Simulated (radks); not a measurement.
Excited configurations of S: one electron is placed in a higher orbital outside [Ne] 3s2 3p3. The ground configuration is [Ne] 3s2 3p4. All-electron calculation, scalar-relativistic Kohn-Sham, r2SCAN, spin-polarised, spherical densities, finite nucleus; open shells are filled with parallel spins first; meta-GGA in the generalised Kohn-Sham scheme; Fermi nuclear charge, rms radius 3.2611 fm. Program: a radial shooting solver on a logarithmic mesh with Libxc functionals. Excitation = E - E(ground); binding = E(ion) - E, where the ion is the core of charge +1; n* = 1/sqrt(2 binding) in atomic units, and the quantum defect is n - n*.

4p: excitation (eV) 7.479; binding (eV) 2.459; n* 2.352; eigenvalue (eV) -1.394
7d: excitation (eV) 9.548; binding (eV) 0.390; n* 5.906; eigenvalue (eV) -0.255
7f: excitation (eV) 9.618; binding (eV) 0.320; n* 6.517; eigenvalue (eV) -0.208

The Delta-SCF ionisation energy is 9.938 eV (NIST Atomic Spectra Database: 10.360 eV, measured). Self-interaction in the functional shifts the binding energies and quantum defects, so they are the method's values and not measured ones. Open shells are spherical and high-spin; term and fine-structure splittings are not resolved.
